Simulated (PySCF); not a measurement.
How methods differ on the ionisation energy of Hg(2+)

Hg(2+) [Xe] 4f14 5d10 (1S) → Hg(3+) [Xe] 4f14 5d9 (2D), as a difference of total energies. Computed with PySCF 2.14 in def2-TZVPPD with the def2 core potential (60 electrons), with a scalar-relativistic core potential. Correlated levels: valence and next inner shell: nothing frozen outside the core potential. The calculations carry no spin-orbit coupling.

Question: Order these methods by the ionisation energy they give, lowest first.
A. UHF
B. MP2 (valence and next inner shell)
C. CCSD (valence and next inner shell)
D. SCS-MP2 (valence and next inner shell)

Answer: A (33.609 eV), C (34.952 eV), D (35.062 eV), B (35.283 eV).

The reference lies between the lowest fine-structure levels, while these numbers refer to the centres of the terms.

Errors of the correlated levels include the incompleteness of this basis.

For comparison: 34.49 ± 0.05 eV (measured; NIST Atomic Spectra Database, ionization energies).
